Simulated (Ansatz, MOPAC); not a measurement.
System: Si₃H₅F₂, net charge 0, doublet state. SMILES: F[Si]([SiH3])([SiH2])F

Atoms: F1, Si2, F3, Si4, Si5, H6, H7, H8, H9, H10. Bonds: F1-Si2, Si2-F3, Si2-Si4, Si2-Si5, Si4-H6, Si4-H7, Si5-H8, Si5-H9, Si5-H10.

Bond lengths (Å) and angles (degrees) optimised at AM1 with MOPAC; PM7 with MOPAC; HF/3-21G with Ansatz (a first-principles code); HF/6-31G* with Ansatz; B3LYP/LANL2DZ with Ansatz; MP2/6-31G* with Ansatz, each started from the B3LYP-D3(BJ)/def2-TZVP structure (Ansatz) of the last column. A row stands for all coordinates that are equal there; 10 of 15 kinds are shown. 6-31G* holds six Cartesian d functions. No wavenumbers were computed at B3LYP/LANL2DZ, MP2/6-31G*, so these may be saddle points.

| coordinate | AM1 | PM7 | HF/3-21G | HF/6-31G* | B3LYP/LANL2DZ | MP2/6-31G* | B3LYP-D3(BJ)/def2-TZVP |
|---|---|---|---|---|---|---|---|
| F1-Si2 | 1.619 | 1.574 | 1.634 | 1.597 | 1.699 | 1.622 | 1.606 |
| Si2-Si4 | 2.488 | 2.161 | 2.338 | 2.340 | 2.335 | 2.328 | 2.336 |
| Si2-Si5 | 2.490 | 2.215 | 2.351 | 2.350 | 2.350 | 2.340 | 2.353 |
| Si4-H6 | 1.460 | 1.448 | 1.485 | 1.478 | 1.484 | 1.486 | 1.485 |
| Si5-H8 | 1.469 | 1.465 | 1.484 | 1.476 | 1.481 | 1.486 | 1.482 |
| F1-Si2-F3 | 100.6 | 106.6 | 103.4 | 106.0 | 105.0 | 106.7 | 106.7 |
| F1-Si2-Si4 | 115.8 | 108.4 | 108.5 | 107.7 | 107.4 | 107.6 | 108.0 |
| F1-Si2-Si5 | 115.8 | 106.7 | 109.6 | 108.4 | 107.4 | 108.2 | 108.4 |
| Si4-Si2-Si5 | 94.0 | 119.4 | 116.6 | 118.0 | 121.2 | 118.0 | 116.9 |
| Si2-Si4-H6 | 116.0 | 121.7 | 111.8 | 112.5 | 112.2 | 113.2 | 112.6 |

Mean signed difference of all 9 bond lengths from B3LYP-D3(BJ)/def2-TZVP: AM1 0.025 Å, PM7 -0.056 Å, HF/3-21G 0.007 Å, HF/6-31G* -0.005 Å, B3LYP/LANL2DZ 0.020 Å, MP2/6-31G* 0.003 Å.
